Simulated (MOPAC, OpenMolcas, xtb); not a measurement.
SnH3S (SMILES [SH][SnH2]): methods side by side

The species is SnH3S (5 atoms), meant as a doublet with charge 0. SMILES: `[SH][SnH2]`. Geometry: a GFN2-xTB relaxation, a rough one for these elements and not checked as a minimum. This is one conformer, not always the lowest.

```xyz
5

S     0.9016   -0.7825    1.0522
Sn    0.1309    0.2743   -1.0425
H    -0.0184   -1.7365    1.0947
H    -1.6292    0.3020   -0.5655
H     0.6151    1.9427   -0.5389
```

Each level gives the dipole moment (D). The values are calculated.

```json
{"level": "PM3", "kind": "semi-empirical", "program": "MOPAC", "value (D)": "1.64", "CPU time": "under 2 s"}
{"level": "PM6", "kind": "semi-empirical", "program": "MOPAC", "value (D)": "2.96", "CPU time": "under 2 s"}
{"level": "PM7", "kind": "semi-empirical", "program": "MOPAC", "value (D)": "5.45", "CPU time": "under 2 s"}
{"level": "GFN0-xTB", "kind": "semi-empirical", "program": "xtb", "value (D)": "5.60", "CPU time": "under 2 s"}
{"level": "UHF/STO-3G", "kind": "Hartree–Fock", "program": "OpenMolcas", "value (D)": "3.00", "CPU time": "1.9 s"}
{"level": "UHF/3-21G", "kind": "Hartree–Fock", "program": "OpenMolcas", "value (D)": "4.07", "CPU time": "2.1 s"}
{"level": "UHF/def2-SVP (core potential)", "kind": "Hartree–Fock", "program": "OpenMolcas", "value (D)": "2.78", "CPU time": "3.9 s"}
{"level": "UHF/ANO-RCC-VDZP (DKH2, RICD fitting)", "kind": "Hartree–Fock", "program": "OpenMolcas", "value (D)": "2.83", "CPU time": "18 s"}
{"level": "UPBE/def2-TZVP (core potential)", "kind": "GGA", "program": "OpenMolcas", "value (D)": "1.54", "CPU time": "49 s"}
{"level": "UTPSS/def2-TZVP (core potential)", "kind": "meta-GGA", "program": "OpenMolcas", "value (D)": "1.65", "CPU time": "76 s"}
```

All-electron rows without a relativistic Hamiltonian named are non-relativistic, while core potentials hold scalar relativity, so basis and relativity change together. The values span 1.54 to 5.60 D. Sets without polarisation functions give poor dipoles. CPU times are rough (shared hosts, several kinds of processor): they show what a rung costs within a factor of a few.
